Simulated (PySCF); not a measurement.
Task: Give a PBE0-D3(BJ)/def2-TZVP geometry of `C(=O)C(F)(F)F` (trifluoroacetaldehyde).

Result: 
```xyz
7
C2HF3O angstrom
O     -0.527   -0.107   -1.792
C     -0.165    0.439   -0.801
C      0.107   -0.314    0.513
F      1.343   -0.032    0.935
F     -0.014   -1.621    0.383
F     -0.754    0.113    1.443
H      0.007    1.530   -0.720
```

Orientation and origin are arbitrary. Atoms count from 1 in this order. 

Bonds between heavy atoms (Å): O1=C2 1.189, C2–C3 1.538, C3–F4 1.337, C3–F5 1.318, C3–F6 1.337.

Level of theory: PBE0-D3(BJ)/def2-TZVP geometry optimisation, gas phase in PySCF.

Point group: near Cs, missed by 0.12 Å at most; the miss may be what the optimiser left on a soft mode. Not checked by PBE0-D3(BJ)/def2-TZVP frequencies.

On one thread, Arm Neoverse V1 (aarch64), shared host with 32 logical CPUs at a one-minute load of 30, this took 62 s wall and 0.83 GiB of memory at its peak. This is the geometry optimisation.

***

**Question.** What does the PBE0-D3(BJ)/def2-SVP structure of `[OH][Nb]([OH])([OH])=[Se]` (NbSe(OH)3) look like in three dimensions? (Singlet state.)

**Answer.** 
Z-matrix in Å and degrees, rows numbered from 1:
```
Nb
Se  1  2.2858
O   1  1.8791  2  109.44
H   3  0.9621  1  133.03  2     2.17
O   1  1.8774  2  110.00  3  -119.73
H   5  0.9618  1  134.59  2    -0.67
O   1  1.8759  2  110.02  3   120.09
H   7  0.9615  1  136.82  2    -1.77
```

All 3 Nb–O bonds measure 1.876 to 1.879 Å. Nb1 (niobium bonded to 3 O and Se) is tetrahedral (angles from 109.0° to 110.0°).

Computed, not measured: PBE0-D3(BJ)/def2-SVP geometry optimisation, gas phase, def2 core potentials past Kr (PySCF).

PBE0-D3(BJ)/def2-SVP frequencies: not computed here. Torsions: Se2–Nb1–O3–H 2°, Se2–Nb1–O5–H -1°, Se2–Nb1–O7–H -2°.
